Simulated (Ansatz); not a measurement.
One change: `N[BH][GeH3]` becomes `[AlH2][BH][GeH3]`.

Ansatz, PBE0-D4/def2-TZVP geometries, multiplicity 1. Each molecule was computed in one conformer, which needn't be the lowest.

Scalar relativity is left out up to krypton.

```tsv
property	`N[BH][GeH3]`
HOMO energy (B3LYP/def2-TZVPP) / eV	-7.62
HOMO–LUMO gap (PBE0/def2-TZVPP) / eV	7.37
LUMO energy (ωB97M-V/def2-TZVPP) / eV	1.49
HOMO energy (ωB97M-V/def2-TZVPP) / eV	-9.96
LUMO energy (PBE0/def2-TZVPP) / eV	-0.44
HOMO–LUMO gap (PBE/def2-TZVPP) / eV	5.24
```

Give the same properties after the change, and the shifts. (Estimate.)

Computed: 
| property | `[AlH2][BH][GeH3]` | shift |
| --- | --- | --- |
| HOMO energy (B3LYP/def2-TZVPP) / eV | -7.13 | 0.49 |
| HOMO–LUMO gap (PBE0/def2-TZVPP) / eV | 4.56 | -2.81 |
| LUMO energy (ωB97M-V/def2-TZVPP) / eV | -0.79 | -2.28 |
| HOMO energy (ωB97M-V/def2-TZVPP) / eV | -9.38 | 0.58 |
| LUMO energy (PBE0/def2-TZVPP) / eV | -2.75 | -2.31 |
| HOMO–LUMO gap (PBE/def2-TZVPP) / eV | 2.52 | -2.72 |

With PBE0 the HOMO rises by 0.50 eV and the LUMO falls by 2.31 eV, so the gap narrows by about 2.81 eV. PBE moves the HOMO by 0.40 eV and ωB97M-V by 0.58 eV.

B3LYP here is the variant with VWN-RPA as its local correlation; programs differ in this.
